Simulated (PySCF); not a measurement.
**Electron correlation in Ag⁺ (silver, charge +1)**

[Kr] 4d9 5p1, one real determinant (an excited configuration). Computed with PySCF 2.14 in aug-cc-pVTZ-PP with ECP28MDF, with a scalar-relativistic core potential. Frozen: 4s2 4p6; 10 electrons correlated.

| level | correlation energy (mhartree) |
| --- | --- |
| CCSD | -304.23 |
| (T) | -10.20 |
| CCSD(T) | -314.43 |

Diagnostics: T1 = 0.012, D1 = 0.0540, largest double amplitude 0.026.

The real determinant used has ⟨L²⟩ near 8 against 12 for a pure F term, so it mixes terms.

Cost of the coupled-cluster step: about 40 core-seconds, for 10 correlated electrons.

Iterations:

```
CC2 = 0
CCSD nocc = (np.int64(6), np.int64(4)), nmo = (84, 84)
frozen orbitals [[0, 1, 2, 3], [0, 1, 2, 3]]
max_cycle = 100
direct = 0
conv_tol = 1e-08
conv_tol_normt = 1e-06
diis_space = 8
diis_start_cycle = 0
Init t2, MP2 energy = -0.317331892025489
Init E_corr(UCCSD) = -0.317331892047138
cycle = 1  E_corr(UCCSD) = -0.300335407407191  dE = 0.0169964846  norm(t1,t2) = 0.042478
cycle = 2  E_corr(UCCSD) = -0.303493726450966  dE = -0.00315831904  norm(t1,t2) = 0.0148093
cycle = 3  E_corr(UCCSD) = -0.30388106685078  dE = -0.0003873404  norm(t1,t2) = 0.0082649
cycle = 4  E_corr(UCCSD) = -0.30414209308026  dE = -0.000261026229  norm(t1,t2) = 0.00314274
cycle = 5  E_corr(UCCSD) = -0.304168060066484  dE = -2.59669862e-05  norm(t1,t2) = 0.00254753
cycle = 6  E_corr(UCCSD) = -0.304183919259286  dE = -1.58591928e-05  norm(t1,t2) = 0.00165318
cycle = 7  E_corr(UCCSD) = -0.304249147310134  dE = -6.52280508e-05  norm(t1,t2) = 0.00092167
cycle = 8  E_corr(UCCSD) = -0.30422912045333  dE = 2.00268568e-05  norm(t1,t2) = 0.000332204
cycle = 9  E_corr(UCCSD) = -0.304226617611998  dE = 2.50284133e-06  norm(t1,t2) = 0.00010492
cycle = 10  E_corr(UCCSD) = -0.304229891912481  dE = -3.27430048e-06  norm(t1,t2) = 3.44308e-05
cycle = 11  E_corr(UCCSD) = -0.304229425516186  dE = 4.66396296e-07  norm(t1,t2) = 9.90278e-06
cycle = 12  E_corr(UCCSD) = -0.304229540128586  dE = -1.146124e-07  norm(t1,t2) = 4.2107e-06
cycle = 13  E_corr(UCCSD) = -0.304229538921053  dE = 1.20753274e-09  norm(t1,t2) = 1.7195e-06
cycle = 14  E_corr(UCCSD) = -0.304229534537289  dE = 4.38376441e-09  norm(t1,t2) = 6.9737e-07
UCCSD converged
E(UCCSD) = -145.7900666919458  E_corr = -0.3042295345372885
UCCSD(T) correction = -0.0101959216396468
```

The reference is one real determinant that mixes LS terms of this configuration.
